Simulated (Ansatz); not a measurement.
Relaxation of F3H3O2W (9 atoms, charge 0, multiplicity 1), to a largest force component of 0.03 eV/Å in at most 50 steps.

Method: RKS PBE0-D4/def2-SVP (Ansatz 0.2.0).

```xyz
9
Properties=species:S:1:pos:R:3
W -0.564 -0.222 -0.350
H 1.674 0.938 1.114
F 2.123 0.129 1.059
O -0.069 1.428 0.434
H -0.401 2.213 -0.044
O -2.403 0.052 -0.212
H -2.705 0.017 0.720
F -0.628 -2.046 -0.051
F 0.781 -0.269 -1.627
```

**Question.** Where does it end, and by what steps?

**Answer.** The run converged. After 10 steps the energy has fallen by 0.034 eV; F3 moved furthest, 0.34 Å.

| step | energy less start (eV) | largest force component (eV/Å) | accepted |
| --- | --- | --- | --- |
| 0 | 0.0000 | 0.251 | yes |
| 1 | 0.0162 | 1.216 | no |
| 2 | -0.0144 | 0.299 | yes |
| 3 | -0.0198 | 0.209 | yes |
| 4 | -0.0183 | 0.676 | no |
| 5 | -0.0270 | 0.120 | yes |
| 6 | -0.0305 | 0.133 | yes |
| 7 | -0.0324 | 0.113 | yes |
| 8 | -0.0332 | 0.096 | yes |
| 9 | -0.0336 | 0.042 | yes |
| 10 | -0.0336 | 0.024 | yes |

```xyz
9
Properties=species:S:1:pos:R:3
W -0.606 -0.281 -0.416
H 1.530 0.934 1.114
F 2.250 0.362 1.276
O -0.016 1.327 0.400
H -0.267 2.156 -0.051
O -2.418 0.060 -0.157
H -2.671 0.072 0.789
F -0.687 -2.110 -0.178
F 0.692 -0.278 -1.734
```

Whether the end is a true minimum wasn't checked by a vibrational analysis.

Time of the run: 58 s on 2 threads of Arm Neoverse V1, on a shared host, peak memory 0.28 GiB.
